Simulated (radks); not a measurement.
The thallium ion Tl3+, configuration [Xe] 4f14 5d10 (the NIST ground configuration).

Calculated with a radial shooting solver on a logarithmic mesh with Libxc functionals: Dirac Kohn-Sham, PBEsol, spin-unpolarised, spherical densities, point nucleus; speed of light set to 116.481 atomic units (0.85 times the physical value, a model run).

Energy parts (hartree):
total: -20967.2100
kinetic: 26444.3902
electron-nucleus: -54918.2862
Hartree: 7896.2407
exchange-correlation: -389.5548

Orbitals (lengths in bohr, moments of r in powers of bohr; r(max) is where P^2 peaks):
orbital,occ.,eigenvalue (hartree),<1/r>,r(max),small-component weight
1s1/2,2,-3306.488,111.6,0.008945,1.38e-01
2s1/2,2,-605.3157,28.15,0.05438,3.24e-02
2p1/2,2,-580.0521,27.99,0.03857,3.25e-02
2p3/2,4,-462.0957,19.96,0.04971,2.69e-02
3s1/2,2,-145.6321,10.01,0.1555,1.08e-02
3p1/2,2,-134.5908,9.881,0.1443,1.07e-02
3p3/2,4,-108.2065,7.790,0.1669,9.12e-03
3d3/2,4,-91.20842,7.674,0.1292,8.96e-03
3d5/2,6,-86.19422,7.276,0.1351,8.57e-03
4s1/2,2,-33.73651,4.162,0.3522,3.74e-03
4p1/2,2,-29.02577,4.034,0.3496,3.61e-03
4p3/2,4,-22.55585,3.321,0.3956,2.98e-03
4d3/2,4,-15.35327,3.113,0.3875,2.70e-03
4d5/2,6,-14.28433,2.973,0.4009,2.55e-03
4f5/2,6,-5.15241,2.610,0.3572,2.04e-03
4f7/2,8,-4.92557,2.558,0.3635,1.98e-03
5s1/2,2,-6.47987,1.689,0.7708,1.00e-03
5p1/2,2,-4.88436,1.554,0.8090,8.73e-04
5p3/2,4,-3.70016,1.298,0.9236,6.75e-04
5d3/2,4,-1.68553,0.9998,1.091,4.16e-04
5d5/2,6,-1.56863,0.9490,1.138,3.80e-04
6s1/2,0,-1.38005,0.6295,1.848,1.79e-04
6p1/2,0,-1.02479,0.5358,2.113,1.32e-04
6p3/2,0,-0.87909,0.4640,2.434,1.05e-04

The highest occupied level is 5d5/2 at -42.685 eV. The density falls to 0.001 e/bohr^3 at r = 3.22 bohr.
